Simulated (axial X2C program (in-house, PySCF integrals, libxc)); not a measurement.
Which molecule has these constants?

Calculated with an in-house all-electron X2C program for linear molecules (integrals from PySCF), spin-free (one-electron X2C) or two-component (2c: spin–orbit coupling with atomic mean-field Coulomb and Gaunt terms, which also bring small scalar terms), in Dyall basis sets with cores contracted in-house; open shells are unrestricted.

A two-component CCSD(T) calculation in a Dyall 3-zeta basis gave Re = 2.584 Å, ωe = 227.0 cm⁻¹, De = 1.06 eV, Ω = 0.

Question: Which molecule is it?
A. MgI⁻
B. MgCl⁻
C. MgF⁻
D. MgBr⁻

Answer: D. The others have MgI⁻ 2.906 Å and 166.2 cm⁻¹ (Ω = 0); MgCl⁻ 2.381 Å and 307.6 cm⁻¹ (Ω = 0); MgF⁻ 1.830 Å and 577.4 cm⁻¹ (Ω = 0).

Frozen shells (counts by l): MgBr⁻ Br 3s2p1d, Mg 2s1p, 10 electrons correlated; MgI⁻ I 4s3p2d, Mg 2s1p, 10 electrons correlated; MgCl⁻ Cl 2s1p, Mg 2s1p, 10 electrons correlated; MgF⁻ Mg 2s1p, F 1s, 10 electrons correlated. Coupled cluster in natural virtuals with an MP2 remainder. Where the outer core of a metal is frozen, bonds come out longer and ionisation energies lower.

Each entry is the lowest single determinant of a limited PBE0 search at one distance. De goes to single-determinant-based atoms at the same level (for ions the charge split of lowest energy) and is withheld (n/a) where an atom does not fit its ground term or J level. Main or longest-lived isotopes.
